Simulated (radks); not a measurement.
Values are calculated unless marked as measured or tabulated.
Task: Radial electron density D(r) = 4 pi r^2 rho(r) of an atom or ion with 48 electrons. Code: a radial shooting solver on a logarithmic mesh with Libxc functionals. Model: scalar-relativistic Kohn-Sham, LDA (Slater exchange, VWN5 correlation), spin-polarised, spherical densities, finite nucleus; Fermi nuclear charge, rms radius of each element as measured or else 0.836 A^(1/3) + 0.57 fm.

| r (bohr) | D(r) (e/bohr) |
|---|---|
| 0.001416 | 2.474 |
| 0.001648 | 3.216 |
| 0.001918 | 4.165 |
| 0.002233 | 5.373 |
| 0.0026 | 6.895 |
| 0.003027 | 8.798 |
| 0.003524 | 11.15 |
| 0.004102 | 14.02 |
| 0.004776 | 17.47 |
| 0.00556 | 21.55 |
| 0.006472 | 26.24 |
| 0.007535 | 31.51 |
| 0.008772 | 37.23 |
| 0.01021 | 43.15 |
| 0.01198 | 49.24 |
| 0.01395 | 54.41 |
| 0.01624 | 58.48 |
| 0.01891 | 60.96 |
| 0.02201 | 61.56 |
| 0.02562 | 60.31 |
| 0.02983 | 57.73 |
| 0.03473 | 54.86 |
| 0.04043 | 53.11 |
| 0.04707 | 53.86 |
| 0.05479 | 57.84 |
| 0.06379 | 64.56 |
| 0.07426 | 72.04 |
| 0.08645 | 77.31 |
| 0.1006 | 77.68 |
| 0.1172 | 72.37 |
| 0.1364 | 63.57 |
| 0.1588 | 55.69 |
| 0.1848 | 52.93 |
| 0.2152 | 56.11 |
| 0.2505 | 61.50 |
| 0.2916 | 62.97 |
| 0.3395 | 56.53 |
| 0.3953 | 43.48 |
| 0.4601 | 29.54 |
| 0.5357 | 20.47 |
| 0.6236 | 17.99 |
| 0.726 | 19.34 |
| 0.8452 | 20.33 |
| 0.9839 | 18.70 |
| 1.145 | 14.87 |
| 1.333 | 10.50 |
| 1.565 | 6.712 |
| 1.822 | 4.268 |
| 2.121 | 2.738 |
| 2.469 | 1.782 |
| 2.874 | 1.149 |
| 3.346 | 0.7061 |
| 3.895 | 0.3986 |
| 4.535 | 0.1995 |
| 5.279 | 0.08570 |
| 6.146 | 0.03063 |
| 7.155 | 0.008839 |
| 8.329 | 0.001996 |
| 9.697 | 0.0003415 |

What is the nuclear charge?

Result: Z = 48. The innermost maximum, from 1s, lies near gamma/Z bohr with gamma = sqrt(1 - (Z/c)^2) = 0.937, here 0.0195 bohr (found: 0.0213), and its height grows with Z. The density is that of neutral cadmium in [Kr] 4d10 5s2; the configuration itself is not fixed sharply by these data, and Z only to a few units. D(r) has 4 maxima, at r = 0.0213, 0.0944, 0.280, 0.838 bohr, and minima at 0.0421, 0.183, 0.619 bohr, inside which lie 2.00, 11.19, 29.00 electrons.
